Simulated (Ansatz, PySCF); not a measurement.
1,1-difluorobuta-1,3-diene (C₄H₄F₂), SMILES C=CC=C(F)F.

Geometry optimised at PBE0-D3(BJ)/def2-SVP. The values are those of a single conformer.

Vertical ionisation energy (IE) and electron affinity (EA) in eV. Rows of orbital energies are one-electron estimates. Where ΔSCF, EOM or ADC give a negative EA the extra electron is unbound and the value depends on the basis.

```json
[
 {"level": "−ε(HOMO), −ε(LUMO), B3LYP/def2-TZVP (PySCF)", "IE": "(withheld)", "EA": "(withheld)"},
 {"level": "−ε(HOMO), −ε(LUMO), PBE/def2-TZVP (PySCF)", "IE": "5.63", "EA": "1.66"},
 {"level": "ΔSCF, PBE0/def2-SVPD (Ansatz), final states of multiplicity 2 and 2", "IE": "8.89", "EA": "-1.10"},
 {"level": "ΔSCF, PBE/def2-SVPD (Ansatz), final states of multiplicity 2 and 2", "IE": "8.79", "EA": "-1.12"}
]
```

Task: What belongs in the gaps? (An estimate is asked for; the answer gives what the named calculation found.)

Result: 
- −ε(HOMO), −ε(LUMO), B3LYP/def2-TZVP (PySCF), IE: 6.52
- −ε(HOMO), −ε(LUMO), B3LYP/def2-TZVP (PySCF), EA: 0.99

Task: What vertical singlet–triplet gap does ΔSCF give with PBE0/def2-SVPD (Ansatz, a quantum-chemistry and plane-wave program) and with PBE/def2-SVPD (Ansatz)? (The exact figures need the calculation; the answer reports its results.)

Result: 3.25 and 3.25 eV (triplet above singlet where positive).
